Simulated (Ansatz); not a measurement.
Molecule: sum formula AlNH$_{2}$F$_{2}$ (charge 0, singlet). SMILES: [F][Al]([F])[NH2]
Coordinates optimised at B3LYP-D3(BJ)/def2-TZVP (Ansatz, a first-principles code):
```xyz
6

N     -1.6977    -0.1534    -0.0220
Al     0.0437     0.0040     0.0006
F      0.7548     1.4844    -0.0977
F      1.0059    -1.3253     0.1205
H     -2.3392     0.6196    -0.0934
H     -2.1919    -1.0290     0.0347
```
Charge 0, spin multiplicity 1.

Property: atomisation energy (electronic, to ground-state atoms), in kcal/mol. Correlated levels leave the core frozen unless marked. Open shells are spin-unrestricted. No spin-orbit coupling. No relativistic terms. The coupled-cluster limit lacks core correlation, which all-electron functionals hold. CBS marks a two-point X^-3 extrapolation of the correlation energy; Hartree-Fock from the larger set (for Q and 5 zeta extrapolated as (X+1)exp(-9√X)). The bracket is a focal-point correction in the basis named.

```tsv
level	program	atomisation energy (kcal/mol)
HF/STO-3G	Ansatz	391.8
HF/aug-cc-pV(D+d)Z	Ansatz	394.4
PBE-D3(BJ)/def2-TZVPD	Ansatz + dftd3	567.3
r2SCAN-D4/def2-TZVPD	Ansatz + dftd4	560.0
PBE0/STO-3G	Ansatz	565.6
B2GP-PLYP-D3(BJ)/def2-TZVPD	Ansatz + dftd3	557.4
B2GP-PLYP/def2-TZVPD	Ansatz	556.0
B2PLYP-D3(BJ)/def2-TZVPD	Ansatz + dftd3	558.6
B2PLYP-D4/def2-TZVPD	Ansatz + dftd4	558.4
RPA@PBE/cc-pV(Q+d)Z	Ansatz	529.1
MP2/aug-cc-pV(D+d)Z	Ansatz	546.8
MP2/cc-pV(5+d)Z	Ansatz	585.1
SCS-MP2/aug-cc-pV(T+d)Z	Ansatz	566.6
CCSD/cc-pV(Q+d)Z	Ansatz	550.5
CCSD/cc-pV(5+d)Z	Ansatz	553.9
CCSD/CBS(cc-pV(Q+d)Z,cc-pV(5+d)Z)	Ansatz	557.2
CCSD(T)/6-31G	Ansatz	444.9
CCSD(T)/aug-cc-pV(D+d)Z	Ansatz	524.2
CCSD(T)/aug-cc-pV(Q+d)Z	Ansatz	562.5
RI-MP2/CBS(aug-cc-pV(T+d)Z,aug-cc-pV(Q+d)Z)+[CCSD(T)-MP2]/aug-cc-pV(D+d)Z	Ansatz	566.7
CCSD(T)/CBS(cc-pV(Q+d)Z,cc-pV(5+d)Z)	Ansatz	567.4
```
